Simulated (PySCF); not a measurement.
A PySCF script (with the pyscf-properties extension) for the NMR shieldings of SMILES FBc1ccoc1F, C4H3BF2O, on a GFN2-xTB geometry:

```python
import basis_set_exchange as bse
import numpy as np
from pyscf import gto, dft
from pyscf.prop import nmr

atoms = """
F     2.173056   -1.755176   -0.007170
B     1.887951   -0.473598    0.097603
C     0.413736   -0.037215    0.026347
C    -0.767132   -0.839790   -0.143086
C    -1.828040   -0.000400   -0.143756
O    -1.419148    1.284774    0.013037
C    -0.096979    1.232816    0.110280
F     0.524049    2.389396    0.270160
H     2.783483    0.269509    0.238765
H    -0.783218   -1.904438   -0.248663
H    -2.882334   -0.163209   -0.239479
"""
names = dict.fromkeys(["F", "B", "C", "O", "H"], "pcSseg-1")
basis = {el: gto.basis.parse(bse.get_basis(n, elements=[el], fmt="nwchem")) for el, n in names.items()}
mol = gto.M(atom=atoms, basis=basis, charge=0, verbose=0)
mf = dft.RKS(mol, xc="PBE0")
mf.grids.level = 2
mf.grids.alignment = dft.numint.BLKSIZE   # the property module wants whole blocks of grid points
mf.conv_tol = 1e-9
mf.kernel()

calc = nmr.RKS(mf)   # GIAO
C = mf.mo_coeff
Co = C[:, mf.mo_occ > 0]
resp = mf.gen_response(singlet=True, hermi=2)
def vind(x):   # induced exchange potential for any number of trial vectors
    d = np.einsum("pi,xij,qj->xpq", C, 2 * x.reshape(-1, C.shape[1], Co.shape[1]), Co, optimize=True)
    return np.einsum("xpq,pi,qj->xij", resp(d - d.transpose(0, 2, 1)), C, Co, optimize=True).ravel()
mo1, _ = nmr.rhf.solve_mo1(calc, with_cphf=vind)
sigma = calc.kernel(mo1)
for i, s in enumerate(sigma):   # ppm
    print("%2d %-2s %9.2f" % (i, mol.atom_pure_symbol(i), np.trace(s) / 3))
```

Q: What does it print?

A: 
```
 0 F     211.54
 1 B      56.87
 2 C      84.72
 3 C      65.96
 4 C      49.64
 5 O      39.59
 6 C       6.75
 7 F     272.39
 8 H      26.06
 9 H      24.78
10 H      24.69
```

These numbers come from an equivalent density-fitted implementation of the same equations, which agrees with the script to about 0.01 ppm for H and up to a few tenths of a ppm for heavy atoms, so last digits may differ.

Size and cost of the density-fitted run: 151 basis functions, 29 s wall time on 1 thread of an Arm Neoverse N1, shared host; peak memory 0.7 GiB.
